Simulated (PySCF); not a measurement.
Molecule: SMILES FC([Si](C)(C)C)F, C$_{4}$H$_{10}$F$_{2}$Si.

Molfile (atoms numbered from 1):
```
C4H10F2Si
     RDKit          3D

 17 16  0  0  0  0  0  0  0  0999 V2000
    0.2580   -0.0184    1.8986 C   0  0  0  0  0  0  0  0  0  0  0  0
    0.0844   -0.0255    0.0307 Si  0  0  0  0  0  4  0  0  0  0  0  0
   -0.2768   -1.7416   -0.6268 C   0  0  0  0  0  0  0  0  0  0  0  0
    1.5628    0.7525   -0.8214 C   0  0  0  0  0  0  0  0  0  0  0  0
   -1.4544    1.0436   -0.4027 C   0  0  0  0  0  0  0  0  0  0  0  0
   -2.5676    0.4854    0.1589 F   0  0  0  0  0  0  0  0  0  0  0  0
   -1.6379    1.0604   -1.7565 F   0  0  0  0  0  0  0  0  0  0  0  0
    0.4640    0.9930    2.2831 H   0  0  0  0  0  0  0  0  0  0  0  0
    1.0818   -0.6741    2.2219 H   0  0  0  0  0  0  0  0  0  0  0  0
   -0.6689   -0.3793    2.3710 H   0  0  0  0  0  0  0  0  0  0  0  0
    0.5547   -2.4352   -0.4272 H   0  0  0  0  0  0  0  0  0  0  0  0
   -1.1860   -2.1490   -0.1587 H   0  0  0  0  0  0  0  0  0  0  0  0
   -0.4441   -1.7084   -1.7144 H   0  0  0  0  0  0  0  0  0  0  0  0
    1.7661    1.7635   -0.4340 H   0  0  0  0  0  0  0  0  0  0  0  0
    1.3840    0.8339   -1.9048 H   0  0  0  0  0  0  0  0  0  0  0  0
    2.4706    0.1474   -0.6704 H   0  0  0  0  0  0  0  0  0  0  0  0
   -1.4119    2.0979   -0.0660 H   0  0  0  0  0  0  0  0  0  0  0  0
  1  2  1  0
  2  3  1  0
  2  4  1  0
  2  5  1  0
  5  6  1  0
  5  7  1  0
  1  8  1  0
  1  9  1  0
  1 10  1  0
  3 11  1  0
  3 12  1  0
  3 13  1  0
  4 14  1  0
  4 15  1  0
  4 16  1  0
  5 17  1  0
M  END
```

Geometry PBE0-D3(BJ)/def2-SVP throughout; GIAO in PySCF 2.14, gas phase, one conformer, non-relativistic; equivalent atoms averaged; basis pcSseg-1.

Q: How do the absolute shieldings σ depend on the functional? (ppm; last column core-seconds on shared hosts with different chips, so compare them loosely)

A: 
```
functional                    kind    C5  C1/C3/C4    Si2  F6/F7    H17  H8/H9/H10/H11/H12/H13/H14/H15/H16  core-s
       PBE                     GGA  49.0     185.7  338.3  314.9  25.08                              31.11      47
      BP86                     GGA  48.8     185.3  337.3  316.5  25.15                              31.17      48
       KT2                     GGA  56.8     188.7  365.5  312.9  25.13                              31.08      48
       KT3                     GGA  58.5     187.3  370.0  316.4  25.35                              31.21      28
     B97-D                     GGA  51.6     184.4  350.1  321.2  25.35                              31.31      47
      PBE0           global hybrid  58.9     189.9  353.5  335.9  25.45                              31.15      21
  mPW1PW91           global hybrid  58.2     188.9  352.1  336.4  25.51                              31.19      32
     B97-2           global hybrid  59.8     188.8  358.9  335.8  25.56                              31.25      20
   wB97X-D  range-separated hybrid  59.6     189.8  353.3  340.5  25.62                              31.26      30
   LC-wPBE  range-separated hybrid  62.4     193.7  357.7  346.6  25.58                              31.20      56
```

Q: Which nucleus moves most, in ppm?

A: F6/F7 (fluorine of a CF2 group): from 312.9 ppm with KT2 to 346.6 ppm with LC-wPBE. The smallest spread is 0.23 ppm, at H8/H9/H10/H11/H12/H13/H14/H15/H16. Proton shifts span only some 12 ppm, so a few tenths of a ppm matter as much there as several ppm in carbon.
